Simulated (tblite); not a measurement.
Isomers of C5H5OP. Computed with GFN2-xTB (tblite): harmonic, unscaled wavenumbers at the GFN2-xTB geometry, gas phase. Against measured fundamentals such values can be off by several per cent, at times by over 20. Modes of hydrogen on phosphorus can be 10 to 20 % off. One conformer each.

Electronic energies: GFN2-xTB at the same geometries; isomer energies are rough at this level and their order can be wrong.

| SMILES | electronic energy, lowest = 0 (kcal/mol) |
| --- | --- |
| C=Cc1cocp1 | 12.4 |
| Oc1cccpc1 | 0.0 |
| C#CC[P@@H](=O)C#C | 45.2 |
| Oc1ccpcc1 | 0.7 |

Q: How do GFN2-xTB zero-point energies change the relative energies?

A: 
```tsv
SMILES	ZPE (kcal/mol)	of it from modes above 1550 cm⁻¹	electronic (kcal/mol)	with ZPE, lowest = 0 (kcal/mol)	lowest mode (cm⁻¹)	rings
Oc1cccpc1	53.6	24.7	0.0	0.0	184	1
Oc1ccpcc1	53.6	24.7	0.7	0.6	159	1
C=Cc1cocp1	53.1	24.6	12.4	11.9	85	1
C#CC[P@@H](=O)C#C	48.7	27.7	45.2	40.3	48	0
```

The zero-point energies span 4.9 kcal/mol, from `C#CC[P@@H](=O)C#C` to `Oc1cccpc1`. The order is unchanged.

Q: What do entropy and thermal enthalpy add at 298.15 K and 1 bar (rigid rotor, harmonic oscillator, one conformer each)?

A: 
```csv
SMILES,point group,symmetry number,S (cal/(mol K)),H − H(0) (kcal/mol),ZPE + H − H(0) − TS (kcal/mol)
Oc1cccpc1,Cs,1,78.3,4.45,34.7
Oc1ccpcc1,Cs,1,78.3,4.45,34.7
C=Cc1cocp1,Cs,1,80.7,4.66,33.7
C#CC[P@@H](=O)C#C,C1,1,91.5,6.04,27.5
```
